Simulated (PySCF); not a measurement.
Species: CH₈GeSi.
SMILES: `[SiH3][CH2][GeH3]`

The calculation used PBE0-D3(BJ)/def2-SVP geometry optimisation, gas phase in PySCF 2.14.0.

Take the most abundant isotopes and a rigid rotor. 

Task: Give the principal moments of inertia and the rotational constants in GHz.

Result: Ia = 29.22, Ib = 256.81, Ic = 270.61 u·Å²; 505379 MHz·u·Å²/I gives 17297, 1968 and 1868 MHz, that is A = 17.297, B = 1.9679, C = 1.8675 GHz.

Task: Classify the top.

Result: A near-prolate asymmetric top: κ = (2 × 1968 − 17297 − 1868)/(17297 − 1868) = -0.99.

Task: What does the inertial defect say?

Result: Not planar: Δ = Ic − Ia − Ib = -15.42 u·Å². For a rigid frame Δ = −2 Σ m c², so Σ m c² = 7.71 u·Å² lies off the ab plane, practically all of it from hydrogen. The atom farthest from that plane is 1.27 Å away.

Task: Give the other two planar moments, Paa and Pbb, and the rms extents of the mass along the axes.

Result: Paa = Σ m a² = (Ib + Ic − Ia)/2 = 249.10 and Pbb = Σ m b² = (Ia + Ic − Ib)/2 = 21.51 u·Å². With the mass M = 121.96 u, the rms extents √(P/M) along a, b and c are 1.43, 0.42, 0.25 Å.

Task: Give the coordinates in the principal-axis frame, origin at the centre of mass.

Result: The sense of each axis is arbitrary; atoms in the order of the calculation.
```
atom  mass (u)   a (Å)   b (Å)   c (Å)
 Si1    27.977   2.212   0.205   0.000
  C2    12.000   0.687  -0.895   0.000
 Ge3    73.921  -1.015   0.075   0.000
  H4     1.008   3.466  -0.610   0.025
  H5     1.008   2.231   1.063  -1.225
  H6     1.008   2.206   1.100   1.199
  H7     1.008   0.711  -1.550   0.887
  H8     1.008   0.712  -1.549  -0.887
  H9     1.008  -1.098   0.991  -1.235
 H10     1.008  -1.123   0.942   1.269
 H11     1.008  -2.194  -0.917  -0.033
```

Task: Where do the levels up to J = 2 lie, in MHz?

Result: Above 0(0,0):
J = 1: 1(0,1) 3835, 1(1,1) 19164, 1(1,0) 19264
J = 2: 2(0,2) 11506, 2(1,2) 26735, 2(1,1) 27036, 2(2,1) 73021, 2(2,0) 73022
Those of J = 1 are B + C, A + C and A + B.

Task: Which lines would a microwave search look for?

Result: The dipole components are |μa| = 0.13 D, |μb| = 0.80 D, |μc| = 0.00 D. Intensities carry the squares of the components, which stand as 0.03 : 1.00 : 0.00 (a : b : c). Some lines, for components of 0.1 D or more:

```json
{"type": "a", "branch": "Q", "J(Ka,Kc)": "2(1,1) ← 2(1,2)", "MHz": "301", "lower level (cm⁻¹)": "0.892"}
{"type": "a", "branch": "R", "J(Ka,Kc)": "1(0,1) ← 0(0,0)", "MHz": "3835", "lower level (cm⁻¹)": "0.000"}
{"type": "a", "branch": "R", "J(Ka,Kc)": "2(1,2) ← 1(1,1)", "MHz": "7570", "lower level (cm⁻¹)": "0.639"}
{"type": "a", "branch": "R", "J(Ka,Kc)": "2(0,2) ← 1(0,1)", "MHz": "7670", "lower level (cm⁻¹)": "0.128"}
{"type": "a", "branch": "R", "J(Ka,Kc)": "2(1,1) ← 1(1,0)", "MHz": "7771", "lower level (cm⁻¹)": "0.643"}
{"type": "b", "branch": "Q", "J(Ka,Kc)": "1(1,0) ← 1(0,1)", "MHz": "15429", "lower level (cm⁻¹)": "0.128"}
{"type": "b", "branch": "Q", "J(Ka,Kc)": "2(1,1) ← 2(0,2)", "MHz": "15530", "lower level (cm⁻¹)": "0.384"}
{"type": "b", "branch": "R", "J(Ka,Kc)": "1(1,1) ← 0(0,0)", "MHz": "19164", "lower level (cm⁻¹)": "0.000"}
{"type": "b", "branch": "R", "J(Ka,Kc)": "2(1,2) ← 1(0,1)", "MHz": "22899", "lower level (cm⁻¹)": "0.128"}
{"type": "b", "branch": "Q", "J(Ka,Kc)": "2(2,0) ← 2(1,1)", "MHz": "45986", "lower level (cm⁻¹)": "0.902"}
{"type": "b", "branch": "Q", "J(Ka,Kc)": "2(2,1) ← 2(1,2)", "MHz": "46287", "lower level (cm⁻¹)": "0.892"}
{"type": "b", "branch": "R", "J(Ka,Kc)": "2(2,1) ← 1(1,0)", "MHz": "53757", "lower level (cm⁻¹)": "0.643"}
{"type": "b", "branch": "R", "J(Ka,Kc)": "2(2,0) ← 1(1,1)", "MHz": "53858", "lower level (cm⁻¹)": "0.639"}
```

No PBE0-D3(BJ)/def2-SVP frequencies stand behind this structure, so it isn't proved a minimum. These are rigid-rotor constants of the computed structure; measured ground-state constants (B0) also hold zero-point vibration. A rigid rotor knows nothing of internal rotation, which can split or shift real lines.
